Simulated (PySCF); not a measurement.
# Electronic structure of S⁺ (sulfur, charge +1) at the UHF level

Configuration: [Ne] 3s2 3p3, high-spin 4S determinant. Computed with PySCF 2.14 in pcseg-2, with the non-relativistic Hamiltonian (point nucleus).

```json
{
  "Total energy": "-397.162375 hartree",
  "One-electron energy": "-543.1034 hartree",
  "Hartree (Coulomb) energy": "170.7391 hartree",
  "Exchange energy": "-24.7980 hartree",
  "Kinetic energy": "397.85591 hartree",
  "⟨S²⟩": "3.7505",
  "⟨L²⟩": "0.000",
  "Sum of ⟨r⟩": "12.77 bohr",
  "Sum of ⟨r²⟩": "20.89 bohr²",
  "Density at the nucleus (Gaussians lack the cusp)": "2610 bohr⁻³",
  "Spin density at the nucleus": "0.374 bohr⁻³",
  "Langevin diamagnetic susceptibility": "-16.5 ×10⁻⁶ cm³/mol",
  "Time after the integrals": "0.12 s of wall time on 1 thread of Neoverse-N1 (shared host)"
}
```

```json
{"shell": "1s α", "electrons": "1", "mean orbital energy (hartree)": "-92.39906", "rms radius, mean of both spins (bohr)": "0.113"}
{"shell": "1s β", "electrons": "1", "mean orbital energy (hartree)": "-92.36700", "rms radius, mean of both spins (bohr)": "0.113"}
{"shell": "2s α", "electrons": "1", "mean orbital energy (hartree)": "-9.43175", "rms radius, mean of both spins (bohr)": "0.519"}
{"shell": "2s β", "electrons": "1", "mean orbital energy (hartree)": "-9.39883", "rms radius, mean of both spins (bohr)": "0.519"}
{"shell": "2p α", "electrons": "3", "mean orbital energy (hartree)": "-7.12250", "rms radius, mean of both spins (bohr)": "0.492"}
{"shell": "2p β", "electrons": "3", "mean orbital energy (hartree)": "-7.06373", "rms radius, mean of both spins (bohr)": "0.492"}
{"shell": "3s α", "electrons": "1", "mean orbital energy (hartree)": "-1.41135", "rms radius, mean of both spins (bohr)": "1.79"}
{"shell": "3s β", "electrons": "1", "mean orbital energy (hartree)": "-1.06835", "rms radius, mean of both spins (bohr)": "1.79"}
{"shell": "3p α", "electrons": "3", "mean orbital energy (hartree)": "-0.86210", "rms radius, mean of both spins (bohr)": "2.04"}
```
